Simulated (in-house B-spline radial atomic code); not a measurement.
Results of a calculation; reference values are marked as such.
# In ion on Ti atom: potential, deflection and energy transfer

The pair potential comes from two frozen, spherical free-atom densities (PBE, B-spline radial code, scalar-relativistic past argon): electrostatics plus the change in Thomas-Fermi kinetic and Dirac exchange energy where they overlap, the recipe behind the universal ZBL potential, which averages such potentials (from solid-state densities) over many pairs. It is written V = (Z1 Z2 e²/r) φ(r/a), with e² = 14.3996 eV·Å and a = 0.46850 Å/(Z1^0.23 + Z2^0.23); ZBL's fit is φ = 0.18175 e^(−3.1998x) + 0.50986 e^(−0.94229x) + 0.28022 e^(−0.4029x) + 0.02817 e^(−0.20162x). Where φ falls below 4e-4 it is continued as an exponential.

Masses 114.82 and 47.87 u.

```json
{"x = r/a": "0.1", "φ, this pair": "0.8887", "φ, ZBL": "0.8928"}
{"x = r/a": "0.25", "φ, this pair": "0.7661", "φ, ZBL": "0.7647"}
{"x = r/a": "0.5", "φ, this pair": "0.6161", "φ, ZBL": "0.6096"}
{"x = r/a": "1", "φ, this pair": "0.4242", "φ, ZBL": "0.4164"}
{"x = r/a": "1.5", "φ, this pair": "0.3062", "φ, ZBL": "0.2995"}
{"x = r/a": "2", "φ, this pair": "0.2282", "φ, ZBL": "0.2218"}
{"x = r/a": "3", "φ, this pair": "0.1359", "φ, ZBL": "0.1292"}
{"x = r/a": "4", "φ, this pair": "0.08625", "φ, ZBL": "0.08026"}
{"x = r/a": "5", "φ, this pair": "0.05702", "φ, ZBL": "0.05224"}
{"x = r/a": "6.5", "φ, this pair": "0.03143", "φ, ZBL": "0.02914"}
{"x = r/a": "8", "φ, this pair": "0.01844", "φ, ZBL": "0.01705"}
{"x = r/a": "10", "φ, this pair": "0.009775", "φ, ZBL": "0.008778"}
{"x = r/a": "12", "φ, this pair": "0.005305", "φ, ZBL": "0.00474"}
{"x = r/a": "14.5", "φ, this pair": "0.002559", "φ, ZBL": "0.002328"}
{"x = r/a": "17", "φ, this pair": "0.001306", "φ, ZBL": "0.001212"}
{"x = r/a": "20", "φ, this pair": "0.0006071", "φ, ZBL": "0.0005882"}
```

Q: At x = 0.5 the electrostatic, kinetic and exchange parts are 151713.0, 32113.79 and -765.87 eV. Find r, V and φ.

A: a = 0.46850/(2.4476 + 2.0359) = 0.10449 Å, so r = 0.05225 Å. V = 151713.0 + 32113.79 + (-765.87) = 183060.92 eV. The bare repulsion is 49 × 22 × 14.3996/0.05225 = 297100 eV, so φ = 0.6161, +1.1 % against ZBL's 0.6096. The kinetic (Pauli) term is 18 % of V here.

Q: The ion comes in at 504.9 keV with impact parameter 0.2090 Å. The scattering integral gives a centre-of-mass angle of 10.05° and a closest approach of 2.11 a. What are the reduced energy, the energy passed on and the laboratory angles?

A: ε = E a M2/(Z1 Z2 e² (M1 + M2)) = 504900 × 1.9807e-06 = 1. The most that one collision can pass on is γE with γ = 4 M1 M2/(M1 + M2)² = 0.8307. Here T = γE sin²(θ/2) = 0.8307 × 504900 × 0.007669 = 3216 eV. The ion turns by arctan(sin θ/(cos θ + M1/M2)) = 3.0°, and the struck atom leaves at (180° − θ)/2 = 85.0°. The closest approach is 0.221 Å. With ZBL the angle would be 9.88° and T = 3109 eV.
